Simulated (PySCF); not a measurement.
Isomers of C5H12OSi, one GFN2-xTB conformer each. Single-point energies are computed at PBE0/pcSseg-1 (PySCF, gas phase, no added dispersion term), electronic only.

| SMILES | GFN2-xTB relative energy (kJ/mol) |
| --- | --- |
| CC[SiH2]C(=O)CC | 235.7 |
| C=CO[SiH2]CCC | 94.1 |
| C=CO[SiH2]C(C)C | 102.4 |
| CC[C@H]1CC[SiH2]O1 | 0.0 |
| CO[C@@H]1[C@H](C)[C@H]1[SiH3] | 230.5 |

Conformers: `[CH3:1][CH2:2][SiH2:3][C:4](=[O:5])[CH2:6][CH3:7]` with C1–C2–Si3–C4 -61°, C2–Si3–C4–O5 -23°, Si3–C4–C6–C7 176°; `[CH2:1]=[CH:2][O:3][SiH2:4][CH2:5][CH2:6][CH3:7]` with C1–C2–O3–Si4 0°, C2–O3–Si4–C5 180°, O3–Si4–C5–C6 -178°, Si4–C5–C6–C7 -179°; `[CH2:1]=[CH:2][O:3][SiH2:4][CH:5]([CH3:6])[CH3:7]` with C1–C2–O3–Si4 -179°, C2–O3–Si4–C5 180°, O3–Si4–C5–C6 -176°; `[CH3:1][CH2:2][C@H:3]1[CH2:4][CH2:5][SiH2:6][O:7]1` with C1–C2–C3–C4 173°, C2–C3–C4–C5 157°, C3–C4–C5–Si6 -33°, C4–C5–Si6–O7 20°, C5–Si6–O7–C3 0°; `[CH3:1][O:2][C@@H:3]1[C@H:4]([CH3:5])[C@H:6]1[SiH3:7]` with C1–O2–C3–C4 153°.

Task: What does PBE0/pcSseg-1 give for the same structures?

Result: 
| SMILES | PBE0/pcSseg-1 E (Eh) | PBE0/pcSseg-1 (kJ/mol) | GFN2-xTB (kJ/mol) | point group |
| --- | --- | --- | --- | --- |
| CC[C@H]1CC[SiH2]O1 | -562.01928 | 0.0 | 0.0 | C1 |
| C=CO[SiH2]CCC | -561.98982 | 77.4 | 94.1 | near Cs |
| C=CO[SiH2]C(C)C | -561.98675 | 85.4 | 102.4 | C1 |
| CC[SiH2]C(=O)CC | -561.97782 | 108.9 | 235.7 | C1 |
| CO[C@@H]1[C@H](C)[C@H]1[SiH3] | -561.93243 | 228.0 | 230.5 | C1 |

Both levels put the same isomer lowest; measured from each level's own lowest isomer, the values differ by up to 126.8 kJ/mol (CC[SiH2]C(=O)CC: 235.7 against 108.9). As drawn, the lowest has an Si–O bond, which the highest lacks; the highest has a three-membered ring, which the lowest lacks. Neighbours under 10 kJ/mol apart (C=CO[SiH2]CCC and C=CO[SiH2]C(C)C) can change places with a better method, another conformer or zero-point energy.

Task: Which frontier levels, dipoles and rotational constants go with these structures?

Result: 
```
                       SMILES  HOMO (eV, PBE0/pcSseg-1)  LUMO (eV)  dipole (D)       A, B, C (MHz)
           CC[C@H]1CC[SiH2]O1                     -7.74       0.72        1.53    4263, 1467, 1175
                C=CO[SiH2]CCC                     -6.95       0.77        0.58  9869, 756.0, 717.2
              C=CO[SiH2]C(C)C                     -6.84       0.62        0.79   5092, 1015, 894.2
              CC[SiH2]C(=O)CC                     -6.71      -0.94        1.94   4053, 1088, 969.5
CO[C@@H]1[C@H](C)[C@H]1[SiH3]                     -7.14       0.90        0.62    2583, 1534, 1051
```
